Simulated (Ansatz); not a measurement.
Isolated molecules relaxed with PBE0-D4/def2-TZVP in Ansatz; ΔE leaves out vibrations. CCSD(T)/CBS is the MP2 limit (def2-TZVPP, def2-QZVPP) plus CCSD(T) − MP2 in def2-TZVPP, frozen cores. For Ge outer-core shells are correlated without core-valence functions, which leaves a few kJ/mol of doubt a bond. Scalar relativity is left out up to krypton. One conformer a species, not always the lowest.

Consider the redistribution: `F[SiH](F)N[SiH](Cl)Cl` + `FC(F)(F)[O][GeH3]` → `FC(F)(F)O[SiH](Cl)Cl` + `F[SiH](F)[NH][GeH3]`.

```csv
species,CCSD/def2-TZVPP energy (Eh)
`F[SiH](F)N[SiH](Cl)Cl`,-1753.79726
`FC(F)(F)[O][GeH3]`,-2489.78732
`FC(F)(F)O[SiH](Cl)Cl`,-1621.61536
`F[SiH](F)[NH][GeH3]`,-2621.96872
```

Question: Work out ΔE.

Answer: ΔE = (-1621.61536) + (-2621.96872) − (-1753.79726) − (-2489.78732) = 0.00050 Eh = +1.3 kJ/mol. CCSD(T)/CBS gives +1.8 kJ/mol.

Largest T1 diagnostic among the species: 0.012.
